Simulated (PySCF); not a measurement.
C2H4N2OSSi.
Structure used (GFN2-xTB), in Å, numbered top down from 1:
```xyz
11
C2H4N2OSSi angstrom
Si    -1.912   -0.516   -0.680
O     -0.837    0.378    0.201
C      0.467    0.209    0.231
C      1.373    0.989    0.999
N      2.616    0.612    0.846
S      2.673   -0.638   -0.187
N      1.077   -0.726   -0.469
H     -1.846   -1.913   -0.262
H     -3.113    0.185   -0.251
H     -1.610   -0.383   -2.102
H      1.117    1.807    1.646
```

NICS is the negative of the GIAO shielding at a point without a nucleus: at the ring centre (0) and 1 Å above and below it (1); zz is the component along the ring normal. Level: GIAO PBE0/pcSseg-1 (PySCF, non-relativistic, gas phase) on the GFN2-xTB geometry, one conformer.

Ring bond lengths (Å), with Mayer bond orders in brackets: C3–C4 1.422 (1.18), C4–N5 1.308 (1.58), N5–S6 1.623 (1.22), S6–N7 1.623 (1.17), N7–C3 1.318 (1.54).

Q: What do the NICS probes read (ppm)?

A: 
```json
{"ring": "C3–C4–N5–S6–N7", "type": "5-membered ring with 2 N and S; formal bonds all aromatic", "NICS(0)": "-13.1", "NICS(1), two faces": "-11.5 / -11.5", "NICS(1)zz, two faces": "-29.1 / -29.1", "rms pucker (Å)": "0.00", "centre to ring atoms, mean (Å)": "1.24"}
```

Q: What can be read from them?

A: 
- C3–C4–N5–S6–N7: mean NICS(1)zz -29.1 ppm, shielded, aromatic by this magnetic criterion (flat ring, no four-coordinate atom).

Q: What is the mean of the two in-plane components of NICS at the first NICS(1) probe listed for ring C3–C4–N5–S6–N7, 1 Å off the ring?

A: The isotropic value is a third of the trace: (3 × -11.5 − (-29.1))/2 = -2.7 ppm.

Q: How shielded are the nuclei of the rings and their hydrogens (means over atoms taken as equivalent)?

A: 
```json
{"atoms": "C3", "environment": "aromatic carbon bearing oxygen", "σ isotropic (ppm)": "17.4"}
{"atoms": "C4", "environment": "aromatic CH next to a ring nitrogen", "σ isotropic (ppm)": "43.9"}
{"atoms": "N5", "environment": "pyridine-type nitrogen", "σ isotropic (ppm)": "-141.7"}
{"atoms": "S6", "environment": "ring sulfur", "σ isotropic (ppm)": "35.2"}
{"atoms": "N7", "environment": "pyridine-type nitrogen", "σ isotropic (ppm)": "-63.2"}
{"atoms": "H11", "environment": "aromatic hydrogen", "σ isotropic (ppm)": "23.62"}
```
